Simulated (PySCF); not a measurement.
C2H3BO.

```xyz
7

B      0.5205     0.6713     0.0000
C      0.1146    -0.8046     0.0000
C     -0.1574    -1.9918     0.0000
H     -0.4050    -3.0375     0.0000
H      1.6913     0.9801     0.0000
O     -0.4431     1.6203     0.0000
H     -0.0871     2.5175     0.0000
```
Charge 0, spin multiplicity 1.

Geometry: B3LYP-D3(BJ)/def2-SVP. The values are those of a single conformer.

Computed with PySCF with PBE0/pcSseg-2. Non-relativistic, no solvent.

### Question
Give the absolute GIAO shielding of each atom: isotropic value and principal components (ppm). (An estimate is asked for; the answer gives what the named calculation found.)

### Answer

```json
[
 {"atom": "B1", "σ(iso)": "62.2", "σ11": "35.1", "σ22": "47.2", "σ33": "104.3", "span": "69.2"},
 {"atom": "C2", "σ(iso)": "89.0", "σ11": "-15.9", "σ22": "-8.9", "σ33": "291.7", "span": "307.6"},
 {"atom": "C3", "σ(iso)": "76.9", "σ11": "1.7", "σ22": "18.1", "σ33": "211.0", "span": "209.3"},
 {"atom": "H4", "σ(iso)": "28.4", "σ11": "24.6", "σ22": "24.8", "σ33": "35.9", "span": "11.3"},
 {"atom": "H5", "σ(iso)": "26.3", "σ11": "24.4", "σ22": "26.8", "σ33": "27.6", "span": "3.3"},
 {"atom": "O6", "σ(iso)": "128.4", "σ11": "-78.7", "σ22": "150.5", "σ33": "313.5", "span": "392.2"},
 {"atom": "H7", "σ(iso)": "25.4", "σ11": "21.7", "σ22": "22.8", "σ33": "31.5", "span": "9.8"}
]
```
